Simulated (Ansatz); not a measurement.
Molecule: BH₂ (charge 0, doublet). 
Coordinates optimised at B3LYP-D3(BJ)/def2-TZVP (Ansatz, an electronic-structure program):
SMILES: [BH2]
```xyz
3

B      0.1441    -0.0062    -0.0077
H     -0.4073    -1.0572    -0.0004
H     -0.3134     1.0880     0.0389
```
Charge 0, spin multiplicity 2.

Basis-set convergence of Hartree-Fock and CCSD correlation energies (hartree) with Ansatz. Cores are frozen in the correlated levels unless marked. Open shells are spin-unrestricted. Spin-orbit coupling is left out. Non-relativistic.

| basis | functions | E(HF) | E(corr, CCSD) |
|---|---|---|---|
| def2-SVPD | 36 | -25.73163 | -0.08868 |
| def2-TZVPPD | 71 | -25.76087 | -0.10092 |
| def2-QZVPPD | 129 | -25.76224 | -0.10466 |

Extrapolating the two largest sets (X = 3 and 4) as X^-3: E(corr) = (64·(-0.10466) - 27·(-0.10092))/37 = -0.1074 Eh, an estimate of the basis-set limit. The largest set recovers 97.5 % of it, the smallest 82.6 %.
